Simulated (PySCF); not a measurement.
**La (lanthanum, neutral): MN15 calculation**

Configuration: [Xe] 5d1 6s2, 2D determinant. Computed with PySCF 2.14 in def2-SVP with the def2 core potential (46 electrons), with a scalar-relativistic core potential.

- Total energy: -31.4383 hartree
- One-electron energy: -51.6951 hartree
- Hartree (Coulomb) energy: 24.3519 hartree
- Exchange-correlation energy: -4.0951 hartree
- ⟨S²⟩: 0.8047
- ⟨L²⟩: 6.276
- Sum of ⟨r⟩: 26.19 bohr
- Sum of ⟨r²⟩: 83.67 bohr²
- Traceless quadrupole moment −½Σ⟨3z² − r²⟩ along its main axis: 0.523 e·bohr²
- Time after the integrals: 0.84 s of wall time on 1 thread of Neoverse-V2 (shared host)

| shell | electrons | mean orbital energy (eV) | spread (eV) | rms radius, mean of both spins (bohr) |
| --- | --- | --- | --- | --- |
| 5s α | 1 | -43.585 | 0 | 1.67 |
| 5s β | 1 | -43.179 | 0 | 1.67 |
| 5p α | 3 | -25.052 | 0.035 | 1.94 |
| 5p β | 3 | -24.688 | 0.702 | 1.94 |
| 6s α | 1 | -4.825 | 0 | 4.71 |
| 6s β | 1 | -4.779 | 0 | 4.71 |
| 5d α | 1 | -4.449 | 0 | 3.32 |

Energies and moments cover only the electrons outside the core potential. Spin-orbit coupling, absent here, splits the open shell strongly.
